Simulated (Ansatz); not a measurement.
`F[Si](Cl)(Br)Br` + NH₃ → `N[Si](F)(Cl)Br` + HBr  (ligand exchange at the Si–Br bond)

Program: Ansatz. Geometries: PBE0-D4/def2-TZVP. ΔE: electronic, gas phase. CCSD(T)/CBS adds triple-zeta CCSD(T) − MP2 to the extrapolated MP2 energy (def2 sets, frozen cores). This one scheme is used for every species. DFT in def2-TZVPP. For Br outer-core shells are correlated without core-valence functions, which leaves a few kJ/mol of doubt a bond. Scalar relativity is left out up to krypton. One conformer a species, not always the lowest.

`F[Si](Cl)(Br)Br`:

```xyz
5

F     1.554   -0.498    0.303
Si    0.077   -0.040   -0.006
Cl   -0.545   -1.013   -1.661
Br    0.086    2.115   -0.341
Br   -1.172   -0.564    1.705
```

NH₃:

Z-matrix (Å, degrees):
```
N
H 1 1.013
H 1 1.013 2 107.1
H 1 1.013 2 107.1 3 -114.5
```

`N[Si](F)(Cl)Br`:

```xyz
7

N    -0.801   -0.731   -0.171
Si    0.460    0.336    0.113
F     1.491   -0.135    1.222
Cl    1.543    0.546   -1.589
Br   -0.344    2.246    0.834
H    -1.626   -0.761    0.403
H    -0.723   -1.500   -0.813
```

HBr:

Cartesian coordinates in Å:
```
Br 0.275 -0.079 -0.650
H -0.275 0.079 0.650
```

| level | ΔE (kJ/mol) |
| --- | --- |
| PBE-D4 | 20.6 |
| r2SCAN-D4 | 14.8 |
| B97M-V | 14.0 |
| PBE-QIDH | 14.1 |
| BHLYP | 5.1 |
| HF/CBS(def2) | 1.2 |
| MP2/CBS(def2) | 21.3 |
| CCSD/CBS(def2) | 13.2 |

(1) What does CCSD(T)/CBS give? (An estimate is asked.)

(2) What do rigid-rotor, harmonic-oscillator terms from PBE0-D4/def2-TZVP frequencies (298.15 K, 1 bar) make of the CCSD(T)/CBS value? (Best estimate.)

Largest T1 diagnostic among the species: 0.009.

## Answers

(1) Ansatz gave: +15.6 kJ/mol. The listed levels differ from it by 5.0, -0.8, -1.6, -1.5, -10.5, -14.4, 5.7, -2.4 kJ/mol.

(2) Ansatz gave: ΔZPE = -9.8 kJ/mol, ΔH = +6.1 kJ/mol, ΔS = 4 J/(mol·K), ΔG = +5.0 kJ/mol.

In def2-TZVPP, CCSD(T) changes the Hartree–Fock value by +8.2 kJ/mol (the triples alone add +2.4 kJ/mol) and MP2 by +13.9 kJ/mol. Leaving LDA and LC-ωPBE aside and taking each functional with its dispersion term where it has one, the values, not all of them listed here, spread over 16.1 kJ/mol, from CAM-B3LYP-D4 to PBE-D4. LDA lies −10.7 kJ/mol from PBE without D4.
